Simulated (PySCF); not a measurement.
BeH5NOSi, SMILES [NH2][Be][O][SiH3]. Atoms are numbered in the order given.

```xyz
9

Be    -0.5110     0.6090     1.0614
N     -1.1047     1.2874     2.2557
H     -1.0361     0.9627     3.2158
H     -1.6444     2.1478     2.2403
O      0.0509    -0.0353    -0.0721
Si     0.6738    -0.7972    -1.3920
H     -0.3873    -1.5715    -2.1020
H      1.7547    -1.7417    -0.9816
H      1.2495     0.1988    -2.3436
```
Charge 0, spin multiplicity 1.

The structure is a stationary point at B3LYP-D3(BJ)/def2-SVP. The values are those of a single conformer.

Level of theory: C-PCM-M06-2X/def2-SVP (PySCF).

The values are the electrostatic part of the solvation free energy, E(continuum) − E(gas) at the gas-phase geometry, in a cavity of scaled van der Waals radii (PySCF's table); cavitation and dispersion terms are not included. A continuum can't describe solvent molecules that bind to the metal. In vacuum the orbital gap is 9.07 eV. The dipole moment in vacuum is 1.39 D.

```json
[
 {"solvent": "water", "ε": "78.36", "ΔG(elec) (kcal/mol)": "-3.8", "dipole (D)": "1.61", "gap (eV)": "9.10"},
 {"solvent": "cyclohexanone", "ε": "15.62", "ΔG(elec) (kcal/mol)": "-3.6", "dipole (D)": "1.60", "gap (eV)": "9.10"},
 {"solvent": "dimethylsulfoxide", "ε": "46.83", "ΔG(elec) (kcal/mol)": "-3.7", "dipole (D)": "1.61", "gap (eV)": "9.10"}
]
```
